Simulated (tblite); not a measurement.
Parent: `[CH:1]#[C:2][CH2:3][NH:4][SiH2:5][C:6]([F:7])([F:8])[F:9]` with C2–C3–N4–Si5 -86°, C3–N4–Si5–C6 -173°, C4H6F3NSi.

Computed geometry: GFN2-xTB, gas phase. One conformer each, not checked by frequencies here.

```json
{"coordinate of the parent": "C1≡C2", "value": "1.197 Å"}
{"coordinate of the parent": "C2–C3", "value": "1.453 Å"}
{"coordinate of the parent": "C3–N4", "value": "1.454 Å"}
{"coordinate of the parent": "N4–Si5", "value": "1.706 Å"}
{"coordinate of the parent": "Si5–C6", "value": "1.939 Å"}
{"coordinate of the parent": "C6–F7", "value": "1.348 Å"}
{"coordinate of the parent": "C6–F8", "value": "1.352 Å"}
{"coordinate of the parent": "C6–F9", "value": "1.348 Å"}
{"coordinate of the parent": "C1–C2–C3", "value": "177.7°"}
{"coordinate of the parent": "C2–C3–N4", "value": "113.1°"}
{"coordinate of the parent": "C3–N4–Si5", "value": "123.0°"}
{"coordinate of the parent": "N4–Si5–C6", "value": "102.4°"}
{"coordinate of the parent": "Si5–C6–F7", "value": "112.0°"}
{"coordinate of the parent": "Si5–C6–F8", "value": "113.5°"}
{"coordinate of the parent": "Si5–C6–F9", "value": "113.2°"}
{"coordinate of the parent": "F7–C6–F8", "value": "105.9°"}
{"coordinate of the parent": "F7–C6–F9", "value": "105.9°"}
{"coordinate of the parent": "F8–C6–F9", "value": "105.7°"}
```

How does the shared frame change in `[CH:1]#[C:2][CH2:3][NH:4][SiH2:5][CH2:6][C:7]([F:8])([F:9])[F:10]` with C2–C3–N4–Si5 150°, C3–N4–Si5–C6 -174°, N4–Si5–C6–C7 -179°, C5H8F3NSi? Atoms pair as C1 = C1, C2 = C2, C3 = C3, N4 = N4, Si5 = Si5, C6 = C6 (parent first).

```csv
parent,relative,value in the relative,change
C1≡C2,C1≡C2,1.197 Å,0.000
C2–C3,C2–C3,1.452 Å,-0.001
C3–N4,C3–N4,1.448 Å,-0.006
N4–Si5,N4–Si5,1.708 Å,+0.002
Si5–C6,Si5–C6,1.906 Å,-0.033
C1–C2–C3,C1–C2–C3,176.7°,-1.0
C2–C3–N4,C2–C3–N4,110.9°,-2.2
C3–N4–Si5,C3–N4–Si5,123.0°,0.0
N4–Si5–C6,N4–Si5–C6,103.1°,+0.7
```

Of the parent's bonds, Si5–C6 changes most (-0.033 Å). Bonds of the relative outside the shared frame: C6–C7 1.488, C7–F8 1.345, C7–F9 1.350, C7–F10 1.345 Å. Point group C1 → C1.
